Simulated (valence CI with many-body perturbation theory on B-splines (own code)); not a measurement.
## Energy levels of I²¹⁺

Level of theory: relativistic CI+MBPT: four valence electrons over a frozen Dirac-Fock core [Ar] 3d10, radial functions for each j: 11 s, 11 p, 10 d, 8 f, 5 g, 2 h, with the one-electron correlation potential Σ1, the two-electron term Σ2, the three-electron term Σ3, Breit, model QED; selected CI, second order for the rest, scaled by the run's own slope (own B-spline code, finite nucleus).

No measured levels were compared; by estimate levels hold to about 250 cm⁻¹ or 0.2 % of their energy and the worst to 1 %, as in measured heavy ions of charge 2 to 7; those with d or f electrons hold less well. Among the levels kept, up to 460 cm⁻¹ of a level comes from second order outside the variational space, and about a tenth of that is noise between levels of different J, which matters for small intervals.

Levels 1 to 45 of 186, with energies above the lowest level, (4s^2 4p1/2^2) J=0. "Leading %" is the weight of the configuration and term that name the level; weights of strongly mixed levels are sums over their largest components and can fall short. In the jj column 3d3/2^4 stands for four electrons in 3d with j = 3/2. Lifetimes count E1, E2, E3, M1 and M2 decay at the calculated energies, and are blank where another channel may lead or the interval is too uncertain; long ones can be off by a factor of two.

```tsv
No.	Configuration	Term	J	E (eV)	Leading %	Lifetime	g	Leading jj
1	4s²4p²	³P	0	0.00	78			4s^2 4p1/2^2 (97 %)
2	4s²4p²	³P	1	12.46	98	69.7 μs	1.500	4s^2 4p1/2 4p3/2 (98 %)
3	4s²4p²	¹D	2	14.82	53	7.47 ms	1.229	4s^2 4p1/2 4p3/2 (97 %)
4	4s²4p²	³P	2	29.10	53	30.1 μs	1.269	4s^2 4p3/2^2 (96 %)
5	4s²4p²	¹S	0	34.80	77	14.7 μs		4s^2 4p3/2^2 (96 %)
6	4s4p³	⁵S°	2	58.76	66	357 ps	1.798	4s 4p1/2^2 4p3/2 (77 %)
7	4s4p³	³D°	1	67.54	58	35.0 ps	0.856	4s 4p1/2^2 4p3/2 (77 %)
8	4s4p³	³D°	2	71.87	58	113 ps	1.399	4s 4p1/2 4p3/2^2 (80 %)
9	4s4p³	³D°	3	75.76	94	126 ps	1.332	4s 4p1/2 4p3/2^2 (94 %)
10	4s4p³	³P°	0	80.74	95	37.9 ps		4s 4p1/2 4p3/2^2 (95 %)
11	4s4p³	³P°	1	82.46	59	24.7 ps	1.284	4s 4p1/2 4p3/2^2 (82 %)
12	4s4p³	¹D°	2	83.14	44	27.2 ps	1.164	4s 4p1/2 4p3/2^2 (68 %)
13	4s4p³	³S°	1	88.47	49	6.64 ps	1.524	4s 4p1/2 4p3/2^2 (80 %)
14	4s4p³	³P°	2	93.64	36	65.9 ps	1.184	4s 4p3/2^3 (60 %)
15	4s²4p4d	³F°	2	96.88	66	22.9 ps	0.826	4s^2 4p1/2 4d3/2 (60 %)
16	4s²4p4d	³F°	3	101.77	82	27.0 ps	1.100	4s^2 4p1/2 4d5/2 (79 %)
17	4s4p³	¹P°	1	103.85	37	6.40 ps	1.261	4s 4p3/2^3 (65 %)
18	4s²4p4d	³P°	2	104.58	48	5.59 ps	1.280	4s^2 4p1/2 4d5/2 (87 %)
19	4s²4p4d	³D°	1	105.58	53	3.34 ps	0.887	4s^2 4p1/2 4d3/2 (70 %)
20	4s²4p4d	³F°	4	112.72	98	67.9 μs	1.249	4s^2 4p3/2 4d5/2 (98 %)
21	4s²4p4d	¹D°	2	115.48	41	4.13 ps	1.037	4s^2 4p3/2 4d3/2 (68 %)
22	4s²4p4d	³P°	0	116.81	94	4.74 ps		4s^2 4p3/2 4d3/2 (94 %)
23	4s²4p4d	³D°	3	117.64	65	3.64 ps	1.243	4s^2 4p3/2 4d3/2 (54 %)
24	4s²4p4d	³P°	1	117.96	65	4.15 ps	1.214	4s^2 4p3/2 4d3/2 (81 %)
25	4s²4p4d	³P°	2	119.81	44	4.69 ps	1.303	4s^2 4p3/2 4d5/2 (68 %)
26	4s²4p4d	¹F°	3	125.44	76	3.29 ps	1.070	4s^2 4p3/2 4d5/2 (66 %)
27	4s²4p4d	¹P°	1	127.41	76	4.61 ps	0.966	4s^2 4p3/2 4d5/2 (81 %)
28	4p⁴	³P	2	131.98	57	20.7 ps	1.354	4p1/2^2 4p3/2^2 (80 %)
29	4p⁴	³P	0	138.24	45	14.8 ps		4p1/2^2 4p3/2^2 (81 %)
30	4s4p²4d	⁵F	1	140.56	69	153 ps	0.280	4s 4p1/2^2 4d3/2 (77 %)
31	4s4p²4d	⁵F	2	142.23	56	65.4 ps	1.151	4s 4p1/2^2 4d3/2 (53 %)
32	4p⁴	³P	1	145.51	71	17.4 ps	1.427	4p1/2 4p3/2^3 (71 %)
33	4s4p²4d	⁵F	3	145.61	44	40.2 ps	1.364	4s 4p1/2^2 4d5/2 (64 %)
34	4p⁴	¹D	2	146.91	53	23.9 ps	1.137	4p1/2 4p3/2^3 (73 %)
35	4s4p²4d	⁵D	0	151.01	91	189 ps		4s 4p1/2 4p3/2 4d3/2 (93 %)
36	4s4p²4d	⁵D	2	151.70	37	47.6 ps	1.155	4s 4p1/2 4p3/2 4d3/2 (78 %)
37	4s4p²4d	⁵D	1	151.74	75	47.6 ps	1.346	4s 4p1/2 4p3/2 4d3/2 (80 %)
38	4s4p²4d	⁵F	3	152.35	41	51.0 ps	1.262	4s 4p1/2 4p3/2 4d3/2 (72 %)
39	4s4p²4d	⁵F	4	152.68	73	1.33 ns	1.367	4s 4p1/2 4p3/2 4d5/2 (82 %)
40	4s4p²4d	³F	2	153.70	48	16.7 ps	0.964	4s 4p1/2^2 4d5/2 (29 %)
41	4s4p²4d	⁵D	4	155.01	42	509 ps	1.347	4s 4p1/2 4p3/2 4d3/2 (48 %)
42	4s4p²4d	⁵F	5	157.01	75	565 ps	1.349	4s 4p1/2 4p3/2 4d5/2 (81 %)
43	4s4p²4d	³P	2	158.91	31	10.7 ps	1.225	4s 4p1/2 4p3/2 4d5/2 (62 %)
44	4s4p²4d	³F	3	158.98	42	8.01 ps	1.345	4s 4p1/2 4p3/2 4d5/2 (64 %)
45	4s4p²4d	⁵D	3	161.49	35	7.59 ps	1.410	4s 4p1/2 4p3/2 4d5/2 (55 %)
```

The ionisation energy to 4s²4p ²P°1/2 of the next ion comes out as 650.02 eV (NIST: 649 ± 4 eV (theoretical)). All 186 levels together are meant to be complete up to 254.30 eV.
